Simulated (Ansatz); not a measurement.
CH2BClO, SMILES `ClB1CO1`, 6 atoms. Total charge 0; spin multiplicity 1. All runs use 2 threads of an Arm Neoverse V1 on a shared host. Correlated methods freeze the cores. Open-shell runs search over several starts.

(1) Give the basis size and wall time and peak host memory of each of these runs in Ansatz. direct RPA on PBE orbitals/def2-TZVPP energy; UKS r2SCAN-D4/def2-TZVPP energy of the cation; UHF-MP2/def2-QZVPP energy of the cation; RKS HSE06 (plane-wave form)-D4/def2-TZVPP energy; UHF-CCSD(T)/def2-TZVPP energy of the cation; RKS PBE-QIDH (frozen core)/def2-TZVPP energy; UKS ωB97M-V/def2-TZVPP energy of the cation; RKS ωB97M-V/def2-SVP energy; UKS B2PLYP (frozen core)/def2-TZVPP energy of the cation; RKS PBE0-D4/def2-SVP energy; RKS PBE0-D4/def2-TZVPP energy; RHF-CCSD(T)/def2-SVP energy. (Best estimate.)

Results:

(1) The calculation gave: Other jobs shared the machine, so times are rough.

| level | job | functions | wall time | peak host memory (GiB) |
| --- | --- | --- | --- | --- |
| RKS PBE0-D4/def2-SVP | energy | 70 | 0.9 s | 0.12 |
| RHF-CCSD(T)/def2-SVP | energy | 70 | 1.4 s | 0.17 |
| RKS PBE0-D4/def2-TZVPP | energy | 163 | 2.1 s | 0.3 |
| RKS HSE06 (plane-wave form)-D4/def2-TZVPP | energy | 163 | 2.5 s | 0.31 |
| direct RPA on PBE orbitals/def2-TZVPP | energy | 163 | 3.3 s | 0.27 |
| RKS ωB97M-V/def2-SVP | energy | 70 | 3.6 s | 0.17 |
| RKS PBE-QIDH (frozen core)/def2-TZVPP | energy | 163 | 3.6 s | 0.28 |
| UKS r2SCAN-D4/def2-TZVPP | energy of the cation | 163 | 12 s | 0.26 |
| UKS B2PLYP (frozen core)/def2-TZVPP | energy of the cation | 163 | 13 s | 0.49 |
| UKS ωB97M-V/def2-TZVPP | energy of the cation | 163 | 37 s | 0.68 |
| UHF-MP2/def2-QZVPP | energy of the cation | 301 | 46 s | 1.1 |
| UHF-CCSD(T)/def2-TZVPP | energy of the cation | 163 | 2.1 min | 3.1 |
